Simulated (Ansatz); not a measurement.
**Cost against result**

The pair of Li⁺ (SMILES [Li+], atom 1) and BCl3 (SMILES ClB(Cl)Cl, atoms 2–5), both closed shells, in one local arrangement (a lower one may exist), relaxed at PBE0-D4/def2-TZVP:

```tsv
atom	x (Å)	y (Å)	z (Å)
Li1	-0.0352	-0.2614	-2.1893
Cl2	0.0368	0.2720	2.2768
B3	0.0096	0.0716	0.5996
Cl4	-0.8862	1.1591	-0.4727
Cl5	0.8749	-1.2413	-0.2144
```

Interaction energies are counterpoise-corrected; the time is that of the whole pair.

Program: Ansatz 0.2.0. Basis: as named in each row. Cores are frozen in the correlated methods. The outer core shell of Li, Na, Mg and K is correlated. B3LYP uses VWN-RPA correlation. Extrapolation: Hartree–Fock as exp(−7.88 √X), correlation as X^−2.97.

Times are rough, for one single point on 4 threads of a shared host (Intel Xeon Platinum 8259CL).

The estimate by CCSD(T) at an estimated basis limit (MP2 extrapolated from triple and quadruple zeta, plus CCSD(T) − MP2 in triple zeta) is -1.012 eV.

| method | basis | time (s) | interaction energy (eV) | method less estimate |
| --- | --- | --- | --- | --- |
| HF | STO-3G | under 1 | -1.055 | -0.043 |
| PBE-D4 | STO-3G | under 1 | -1.309 | -0.298 |
| SPW92 | def2-SVP | under 1 | -1.103 | -0.091 |
| PBE-D4 | def2-SVP | under 1 | -1.051 | -0.039 |
| B3LYP-D4 | 6-31G | 1 | -0.627 | 0.385 |
| PBE0-D4 | def2-SVP | 1 | -0.993 | 0.019 |
| CCSD(T) | def2-SVP | 1 | -0.879 | 0.133 |
| PBE-D4 | def2-TZVPPD | 2 | -1.084 | -0.072 |
| revPBE-D4 | def2-TZVPPD | 2 | -1.056 | -0.044 |
| BLYP-D4 | def2-TZVPPD | 2 | -1.083 | -0.071 |
| PBE0-D4 | def2-TZVPPD | 3 | -1.063 | -0.052 |
| B3LYP-D4 | def2-TZVPPD | 3 | -1.075 | -0.063 |
| HSE06-D4 | def2-TZVPPD | 3 | -1.063 | -0.051 |
| r2SCAN-D4 | def2-TZVPPD | 3 | -0.976 | 0.036 |
| wB97M-V | def2-SVP | 4 | -1.000 | 0.011 |
| B2PLYP | def2-TZVPPD | 6 | -1.020 | -0.008 |
| B97M-V | def2-TZVPPD | 6 | -0.992 | 0.019 |
| wB97M-V | def2-TZVPPD | 7 | -1.033 | -0.021 |
| wB97X-V | def2-TZVPPD | 10 | -1.016 | -0.004 |
| MP2 | def2-QZVPPD | 14 | -0.992 | 0.020 |
| CCSD(T) | def2-TZVPPD | 21 | -0.943 | 0.069 |

No T1 diagnostic of these runs exceeds 0.012.
